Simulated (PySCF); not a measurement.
Species: `C=[CH][GeH2][S][GeH2][NH2]`. The columns A, B, C and D hold Mulliken, IAO, Hirshfeld and ESP-fitted charges (e) of one PBE0/pcSseg-1 density (PySCF), in a shuffled order. Coordinates in Å (PBE0-D3(BJ)/def2-SVP); the density's dipole moment is (1.39, 1.69, 1.46) D.

| atom | x | y | z | A | B | C | D |
| --- | --- | --- | --- | --- | --- | --- | --- |
| C1 | -2.447 | 1.717 | 0.272 | -0.139 | -0.274 | -0.451 | -0.086 |
| C2 | -1.321 | 1.025 | 0.465 | -0.481 | -0.385 | -0.015 | -0.134 |
| Ge3 | -1.221 | -0.896 | 0.271 | +0.403 | +0.586 | +0.188 | +0.310 |
| S4 | 0.162 | -1.515 | -1.387 | -0.390 | -0.414 | -0.301 | -0.209 |
| Ge5 | 2.073 | -1.263 | -0.294 | +0.472 | +0.689 | +0.360 | +0.349 |
| N6 | 2.063 | 0.412 | 0.465 | -0.675 | -0.804 | -0.779 | -0.306 |
| H7 | -3.387 | 1.233 | -0.017 | +0.123 | +0.142 | +0.192 | +0.044 |
| H8 | -2.484 | 2.806 | 0.395 | +0.128 | +0.149 | +0.183 | +0.049 |
| H9 | -0.389 | 1.529 | 0.744 | +0.133 | +0.161 | +0.075 | +0.034 |
| H10 | -2.603 | -1.444 | -0.133 | +0.013 | -0.081 | -0.003 | -0.066 |
| H11 | -0.718 | -1.566 | 1.566 | +0.013 | -0.089 | -0.033 | -0.068 |
| H12 | 2.198 | -2.243 | 0.887 | +0.006 | -0.095 | -0.031 | -0.067 |
| H13 | 3.173 | -1.504 | -1.350 | +0.003 | -0.100 | -0.041 | -0.072 |
| H14 | 2.178 | 1.181 | -0.190 | +0.197 | +0.256 | +0.332 | +0.111 |
| H15 | 2.712 | 0.533 | 1.238 | +0.194 | +0.257 | +0.324 | +0.112 |

Task: Which column most likely holds the ESP-fitted charges?

Result: C. Σ q r misses the density's dipole by 0.07 D (C), 1.63 D (D), 2.00 D (B), 3.58 D (A). Charges fitted to the outside potential are the only set here that is tied to the molecule's multipoles.

Task: And the Hirshfeld charges?

Result: D. The mean sizes are 0.134 e (D), 0.221 e (C), 0.225 e (A), 0.299 e (B), and Hirshfeld charges are commonly the smallest of these schemes.

As computed, A = Mulliken, B = IAO, C = ESP-fitted, D = Hirshfeld. Hydrogens on carbon: Mulliken +0.12 to +0.13, IAO +0.14 to +0.16, ESP-fitted +0.08 to +0.19, Hirshfeld +0.03 to +0.05 e.

The ESP scheme is a least-squares fit of atom-centred charges to the potential on four shells outside the van der Waals surface, with the total charge fixed. The Hirshfeld scheme divides the density at each point in proportion to the densities of the neutral, spherically averaged free atoms.

The structure is a single PBE0-D3(BJ)/def2-SVP conformer in the gas phase; no vibrational or solvent corrections. The calculation is non-relativistic, for germanium too.

These values come from a run that also computed NMR shieldings. Time: 34 s. Hardware: Arm Neoverse V1, one thread, on a shared host.

The values belong to the conformer `[CH2:1]=[CH:2][GeH2:3][S:4][GeH2:5][NH2:6]`: C1–C2–Ge3–S4 117°, C2–Ge3–S4–Ge5 79°, Ge3–S4–Ge5–N6 -51°, H–N6–Ge5–S4 -72°, H–N6–Ge5–S4 160°.
